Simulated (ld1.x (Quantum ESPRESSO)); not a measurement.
**Se, TM: configuration errors across variants**

* Element: Se (Z = 34)
* Generator: ld1.x (Quantum ESPRESSO) 7.5
* Type: norm-conserving Troullier–Martins (Kleinman–Bylander form)
* Functional: PBEsol
* Relativity: scalar-relativistic
* Frozen core: [Ar]
* Valence charge: 16
* Reference configuration: 3d10 4s1.5 4p4.5
* Partial waves: 4s (bound): rc 1.50 bohr; 4p (bound): rc 1.40 bohr; 3d (bound): rc 0.85 bohr
* Local potential: the d channel
* Core correction: a·sin(br)/r model core inside 0.45 bohr

All-electron excitation energies from the reference (eV): (1) 3d10 4s2 4p4 -5.418; (2) 3d10 4s2 4p3 5.432; (3) 3d10 4s2 4p2 25.799; (4) 3d10 4s2 4p1 56.701; (5) 3d10 4s1 4p5 5.470; (6) 3d10 4s2 4p4.3 -7.010.

Tests that are not counted but printed errors over 1 eV. “base”: 3d9 4s2 4p4 (solver errors, printed error -3446 eV). “wave 3d (bound): rc 0.85 bohr becomes 3d (bound): rc 0.56 bohr”: 3d9 4s2 4p4 (solver errors, printed error -194 eV); 3d10 4s2 4p4.3 (solver errors, printed error -3344 eV). “wave 3d (bound): rc 0.85 bohr becomes 3d (bound): rc 0.62 bohr”: 3d9 4s2 4p4 (solver errors, printed error -3270 eV); 3d10 4s2 4p1 (solver errors, printed error -52.5 eV). “wave 3d (bound): rc 0.85 bohr becomes 3d (bound): rc 0.70 bohr”: 3d9 4s2 4p4 (solver errors, printed error -198 eV). “wave 3d (bound): rc 0.85 bohr becomes 3d (bound): rc 0.80 bohr”: 3d9 4s2 4p4 (solver errors, printed error -3331 eV).

A true bound ghost makes a file unfit for plane-wave use even where its test errors are small: the radial tests pick states by their node count and pass the ghost by. Where a test does run into it, the solver fails or the error is huge.

Errors AE − PS in meV (a dash: test not solved or not reliable):

| change | (1) | (2) | (3) | (4) | (5) | (6) | bound ghosts |
| --- | --- | --- | --- | --- | --- | --- | --- |
| base | +0.6 | -0.3 | +5.4 | +21 | -0.4 | +1.3 | s, p |
| wave 3d (bound): rc 0.85 bohr becomes 3d (bound): rc 0.56 bohr | -1.3 | -2.2 | -22 | -84 | -1.1 | – | s, p |
| wave 3d (bound): rc 0.85 bohr becomes 3d (bound): rc 0.62 bohr | +1.0 | +0.4 | +17 | – | -0.1 | +2.2 | s, p |
| wave 3d (bound): rc 0.85 bohr becomes 3d (bound): rc 0.70 bohr | +0.7 | 0.0 | +8.9 | +34 | -0.3 | +1.6 | s, p |
| wave 3d (bound): rc 0.85 bohr becomes 3d (bound): rc 0.80 bohr | +0.6 | -0.2 | +6.4 | +24 | -0.4 | +1.4 | s, p |
| wave 3d (bound): rc 0.85 bohr becomes 3d (bound): rc 0.84 bohr | +0.6 | -0.3 | +5.8 | +22 | -0.4 | +1.3 | s, p |
| wave 3d (bound): rc 0.85 bohr becomes 3d (bound): rc 0.94 bohr | +0.5 | -0.5 | +4.1 | +17 | -0.4 | +1.2 | s, p |
| wave 3d (bound): rc 0.85 bohr becomes 3d (bound): rc 1.06 bohr | +0.5 | -0.6 | +2.8 | +13 | -0.5 | +1.1 | s, p |
| wave 3d (bound): rc 0.85 bohr becomes 3d (bound): rc 1.18 bohr | +0.4 | -1.0 | +0.4 | +7.5 | -0.6 | +0.8 | s, p |
| wave 3d (bound): rc 0.85 bohr becomes 3d (bound): rc 1.28 bohr | +0.3 | -1.3 | -2.0 | +1.7 | -0.7 | +0.5 | s, p |

Q: Give the same row for: wave 3d (bound): rc 0.85 bohr becomes 3d (bound): rc 1.12 bohr.

A: +0.4, -0.8, +1.5, +10, -0.6, +0.9; bound ghosts: s, p.
